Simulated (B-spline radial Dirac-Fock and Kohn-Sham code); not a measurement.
These are calculated numbers from a radial finite-basis atomic code; the model is relativistic Hartree-Fock (Dirac-Fock) wave functions, averaged over the configuration.

Q: This computed X-ray form factor belongs to an atom or ion in its tabulated ground configuration. Which?

```
sin θ/λ (Å⁻¹)      f₀
         0.15  65.808
         0.27  57.714
         0.33  53.642
         0.57  40.299
         1.22  21.075
         1.47  17.777
         1.77  15.304
         2.14  13.065
         2.59  10.619
```

A: W³⁺, with 71 electrons in [Xe] 4f14 5d3. f₀ tends to the number of electrons as s goes to zero, which the first rows give only roughly, and the rate of fall reflects the nuclear charge, 74.

Q: This computed X-ray form factor belongs to an atom or ion in its tabulated ground configuration. Which?

```tsv
sin θ/λ (Å⁻¹)	f₀
0.25	20.828
0.3	20.753
0.5	20.323
0.6	20.036
0.7	19.704
0.8	19.331
1	18.478
1.6	15.390
2.5	10.825
```

A: Tl⁶⁰⁺, with 21 electrons in [Ar] 3d3. f₀ tends to the number of electrons as s goes to zero, which the first rows give only roughly, and the rate of fall reflects the nuclear charge, 81.
